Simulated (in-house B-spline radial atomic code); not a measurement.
A fraction x of an electron is removed from 3p in Br2+, starting from [Ar] 3d10 4s2 4p3 and keeping the highest spin. Computed with a B-spline radial code for spherical atoms: scalar-relativistic (X2C) OLYP, spin-polarised, spherical fractional occupations, Fermi nucleus of rms radius 4.1629 fm.

| x | E(x) - E(0) (eV) | 3p down level (eV) |
| --- | --- | --- |
| 0 | 0.0000 | -197.779 |
| 0.02 | 3.9609 | -198.311 |
| 0.15 | 29.9667 | -201.785 |
| 0.29 | 58.4807 | -205.564 |
| 0.42 | 85.4339 | -209.106 |
| 0.5 | 102.2500 | -211.301 |
| 0.52 | ? | ? |
| 0.64 | 132.1026 | -215.171 |
| 0.82 | 171.2848 | -220.197 |
| 0.98 | ? | ? |
| 1 | 211.3767 | -225.278 |

Task: What belongs in the row x = 0.52?

Result: An energy change of 106.4816 eV; 3p down at -211.852 eV.

Task: What belongs in the row x = 0.98?

Result: An energy change of 206.8768 eV; 3p down at -224.710 eV.

Task: Check Janak's theorem between x = 0.02 and 0.15.

Result: The slope of the energy is 200.04 eV; the orbital levels give 200.05 eV (-ε of the emptying orbital, averaged over the two points).
